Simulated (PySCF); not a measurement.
# One molecule, several mistakes: BH4NSi

Calculated results; nothing here was measured. They come from PySCF 2.14.0, an open-source quantum chemistry program, on an isolated molecule that a program drew, which may never have been made. The molecule is BH4NSi (charge 0, singlet), drawn as the SMILES string `N=B[SiH3]`.

Each row is a Hartree-Fock (HF) and frozen-core CCSD(T) single point in the cc-pV(D+d)Z basis, meant for a local HF minimum. Run 1 is clean. Each other run has one planted mistake out of seven kinds, and not every kind appears here: one electron removed, one electron added, multiplicity raised by two, geometry at a saddle point, minimal basis STO-3G, one bond length entered in bohr, all coordinates scaled. The reference is restricted for singlets and unrestricted otherwise, and also for a bond in bohr. Adding or removing an electron swaps singlet and doublet. Electrons count all cores. HOMO and LUMO are orbital energies over both spins, the gradient is its largest component, and the lowest frequency (negative if imaginary) is given only where the gradient is small. Bond lengths are over the 6 bonds as drawn. T1 is the CCSD diagnostic: over 0.02 (restricted) or 0.045 (unrestricted) a single reference is doubtful.

Geometry of the clean run:
```xyz
7
BH4NSi, angstrom
N    -2.0420    0.3666   -2.4746
B    -0.8737    0.5886   -2.1666
Si    1.0349    0.9512   -1.6632
H    -2.9793    0.1885   -2.7218
H     1.2246    0.6864   -0.2203
H     1.3620    2.3649   -1.9508
H     1.9288    0.0704   -2.4465
```

| run | electrons | basis functions | <S^2> | HOMO (eV) | LUMO (eV) | gradient (hartree/bohr) | lowest frequency (cm^-1) | mean bond (Å) | longest bond (Å) | T1 | HF (hartree) | CCSD(T) (hartree) | mistake |
|---|---|---|---|---|---|---|---|---|---|---|---|---|---|
| 1 | 30 | 71 | 0.000 | -11.46 | 3.43 | 2.4e-05 | 265 | 1.4431 | 2.007 | 0.0165 | -370.40695 | -370.80382 | no fault |
| 2 | 30 | 71 | 0.000 | -10.82 | 2.98 | 9.5e-02 | - | 1.5557 | 2.163 | 0.0198 | -370.36915 | -370.77980 | all coordinates scaled |
| 3 | 30 | 71 | 0.787 | -10.81 | 1.39 | 5.9e-02 | - | 1.5893 | 2.007 | 0.0740 | -370.23180 | -370.63482 | ? |
| 4 | 30 | 23 | 0.000 | -9.32 | 10.32 | 9.5e-02 | - | 1.4431 | 2.007 | 0.0178 | -366.04158 | -366.24029 | ? |

**Which mistake was planted in run 3, and what did it cost?**

The mean bond changes by a factor of 1.101 and the longest by 1.000, so the molecule wasn't scaled as a whole. A length L in bohr read as angstrom grows by (1/0.5292 - 1) L = 0.890 L. The 6 bonds together grew by 6 x 0.1462 = 0.877 Å, which gives L = 0.986 Å. That is bond N1-H4, 0.986 Å in the clean geometry. So the mistake is: one bond length entered in bohr. Subtracting run 1 and multiplying by 627.51 kcal/mol a hartree, the energy moved by 109.9 kcal/mol in HF and 106.0 kcal/mol in CCSD(T).

**Which mistake was planted in run 4, and what did it cost?**

It has 23 basis functions where the clean run has 71, with the same electrons and geometry. So the mistake is: minimal basis STO-3G. Subtracting run 1 and multiplying by 627.51 kcal/mol a hartree, the energy moved by 2739.3 kcal/mol in HF and 2863.7 kcal/mol in CCSD(T).

Cautions from the logs. Run 3: T1 is over the limit, so its CCSD(T) energy is less reliable.
